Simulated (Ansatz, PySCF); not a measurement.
The pair A = NH3 (SMILES N) (first 4 atoms), B = H2 (SMILES [H][H]); geometry from B3LYP-D3(BJ)/def2-TZVP.
(charge 0, multiplicity 1):
```xyz
6

N      0.015    -0.002    -0.138
H     -0.713     0.618    -0.473
H      0.898     0.344    -0.496
H     -0.146    -0.912    -0.554
H      0.021    -0.160     2.473
H      0.021    -0.209     3.219
```

Correlated levels freeze the cores. CBS: X⁻³ extrapolation of the correlation energy, Hartree–Fock from the larger set. MP2 and its Hartree–Fock in aug-cc-pVQZ are density fitted.

Run with Ansatz (a quantum-chemistry and plane-wave program) with Gaussian orbitals; PySCF for the dispersion terms. Values without a source in brackets are computed.

The monomers are drawn apart, rigid, along the line of their centres of mass. Counterpoise-corrected interaction energies (kcal/mol):

```tsv
level	R = 4.101 Å	R = 5.148 Å
PBE/def2-TZVPPD	-0.4189	-0.1317
PBE-D3(BJ)/def2-TZVPPD	-0.5014	-0.1552
wB97M-V/def2-TZVPPD	-0.3830	-0.1354
MP2/CBS(aug-cc-pVTZ, aug-cc-pVQZ) + ΔCCSD(T)/aug-cc-pVTZ	-0.3914	-0.1341
```

**Question.** R is the distance of the centres of mass. Find the local exponent m of E ∝ R⁻ᵐ between the two points.

**Answer.** 
m = ln(E₁/E₂)/ln(R₂/R₁): PBE/def2-TZVPPD 5.1; PBE-D3(BJ)/def2-TZVPPD 5.2; wB97M-V/def2-TZVPPD 4.6; MP2/CBS(aug-cc-pVTZ, aug-cc-pVQZ) + ΔCCSD(T)/aug-cc-pVTZ 4.7. For scale, two fixed dipoles give m = 3, dipole and quadrupole 4, quadrupoles 5, and dispersion or dipole-induced dipole 6 at long range; at these distances several terms mix, and what is left of overlap and damping shifts m, so it need not match one of them.
